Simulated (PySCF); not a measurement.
BH7O3Si2.
Bonds: O1–Si2, Si2–Si3, Si3–B4, B4–O5, B4–O6. Hydrogens: H7 on O1; H8, H9 on Si2; H10, H11 on Si3; H12 on O5; H13 on O6.

Computed with PySCF, PBE0-D3(BJ)/def2-SVP geometry optimisation, gas phase.

Question: List the bond lengths, angles and torsions at this level.

Answer: 
```tsv
bond	length (pm)	order
O1–Si2	166.6	single
Si2–Si3	236.3	single
Si3–B4	204.4	single
B4–O5	135.8	single
B4–O6	136.9	single
O1–H7	97.0	single
Si2–H8, Si2–H9	149.6	single
Si3–H10, Si3–H11	150.1	single
O5–H12, O6–H13	96.4	single
```

Bonds in one row agree within 1 pm and their mean is given. Orders are formal, as drawn. A selection of angles:
```tsv
angle	degrees
Si2–O1–H7	113.9
O1–Si2–Si3	107.9
O1–Si2–H8	112.0
O1–Si2–H9	108.7
Si3–Si2–H8	109.4
Si3–Si2–H9	111.4
H8–Si2–H9	107.6
Si2–Si3–B4	105.9
Si2–Si3–H10	111.5
Si2–Si3–H11	113.3
B4–Si3–H10	109.3
H10–Si3–H11	106.7
Si3–B4–O5	127.2
Si3–B4–O6	115.9
O5–B4–O6	116.9
B4–O5–H12	113.8
B4–O6–H13	112.2
```

Torsions: O1–Si2–Si3–B4 -4° (synperiplanar); Si2–Si3–B4–O5 160° (antiperiplanar); H7–O1–Si2–Si3 20° (synperiplanar); H12–O5–B4–Si3 0° (synperiplanar); H13–O6–B4–Si3 180° (antiperiplanar). The mirror-image conformer, all signs reversed, is as good.

B4 (three-coordinate boron) is planar (angles 127.2°, 116.9° and 115.9°, sum 360.0°, 0.00 Å off the plane of its three neighbours). Si3 (SiH2 silicon) is distorted tetrahedral (angles from 105.9° to 113.3°). Si2 (oxygen-bound silicon) is tetrahedral (angles from 107.6° to 112.0°). O5 (boron-bound oxygen) is bent (angle 113.8°). H7 on O1 lies 1.93 Å from O6, 5 bonds away (angle at H 155°; Bondi radii sum to 2.72 Å): the geometry of an intramolecular hydrogen bond. Of the pairs four or more bonds apart, those above aside, O1···O6 is among the closest relative to their van der Waals radii: 2.84 Å, 93 % of the sum of Bondi's values.

Point group: C1 (no symmetry element, even within 0.4 Å). Not checked by PBE0-D3(BJ)/def2-SVP frequencies. The numbers are those of one conformer (H–O1–Si2–Si3 20°, O1–Si2–Si3–B4 -4°, Si2–Si3–B4–O5 160°, Si3–B4–O5–H 0°, Si3–B4–O6–H 180°).

Time: 37 s of wall time; peak memory 0.53 GiB. Hardware: Arm Neoverse V1, one thread, no GPU, shared host with 64 logical CPUs at a one-minute load of 15. This is the geometry optimisation.
